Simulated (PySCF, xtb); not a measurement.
C3H6OSi, SMILES [C@@H]1(OC=C1)[SiH3].

GFN2-xTB in xtb 6.7.1 at its own geometry gives an orbital gap of 4.73 eV and a dipole moment of 1.27 D.

Coordinates come from a PBE-D3(BJ)/def2-SVP optimisation. The structure was generated by enumeration; whether it is a known compound was not checked.

Task: What does PBE/def2-TZVP in PySCF give? (Estimate from the structure and the level; the computed values follow.)

Result: gap 4.76 eV (levels -5.54 and -0.78 eV), dipole 1.08 D.
